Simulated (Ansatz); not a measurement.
Isolated molecules relaxed with PBE0-D4/def2-TZVP in Ansatz; ΔE leaves out vibrations. CCSD(T)/CBS is the MP2 limit (def2-TZVPP, def2-QZVPP) plus CCSD(T) − MP2 in def2-TZVPP, frozen cores. This one scheme is used for every species. DFT in def2-TZVPP. For Se outer-core shells are correlated without core-valence functions, which leaves a few kJ/mol of doubt a bond. Scalar relativity is left out up to krypton. Each species was taken in one conformer, which may not be the lowest.

Reaction (cleavage of the Si–Si bond): `CO[SiH]([SiH3])S` + `O[SiH](F)[SeH]` → `F[SiH]([SeH])O[SiH3]` + `CO[SiH2]S`

CCSD(T)/CBS gives -93.2 kJ/mol.

Task: Another level gave -88.4 kJ/mol. Which?
A. CAM-B3LYP-D4/def2-TZVPP
B. CCSD(T)/def2-TZVPP
C. r2SCAN0-D4/def2-TZVPP
D. r2SCAN-D4/def2-TZVPP

Result: C. r2SCAN0-D4 -88.4, CAM-B3LYP-D4 -97.6, CCSD(T)/def2-TZVPP -93.1, r2SCAN-D4 -83.7 kJ/mol.

Largest T1 diagnostic among the species: 0.012.

At CCSD(T), def2-SVP lies +4.2 kJ/mol from the extrapolated value and def2-TZVPP +0.2 kJ/mol. In def2-TZVPP, CCSD(T) changes the Hartree–Fock value by +29.7 kJ/mol (the triples alone add +4.7 kJ/mol) and MP2 by +23.7 kJ/mol. From BLYP to BHLYP (50 % exact exchange), in def2-TZVPP and without D4, ΔE moves by −20.4 kJ/mol.
